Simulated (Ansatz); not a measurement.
Cartesian coordinates in Å:
```
O -2.253 -0.427 0.278
Si -0.642 -0.634 0.504
C 0.422 -0.527 -0.976
Sn 1.019 1.206 0.367
H -2.779 -0.153 1.031
H -0.322 -1.702 1.486
H -0.029 -0.135 -1.886
H 1.143 -1.315 -1.177
H 2.628 1.051 0.906
H 0.814 2.636 -0.533
```

Total charge 0; spin multiplicity 1. Sn takes the def2 core potential.

(1) List the PBE/def2-TZVPP orbital energies in eV (the Gaussian-basis code of Ansatz). (Estimate.)

Results:

(1) The calculation gave: Occupied: -1780.36, -510.77, -268.62, -138.00, -132.69, -94.79, -94.74, -94.68, -88.65, -88.60, -88.57, -25.47, -25.11, -25.11, -25.04, -24.96, -24.95, -16.95, -13.85, -12.34, -11.20, -10.06, -9.43, -9.05, -7.97, -7.72, -6.53, -5.17. Lowest empty: -1.55, -1.06, -0.67, 0.26, 0.48, 0.82, 1.44, 1.80.
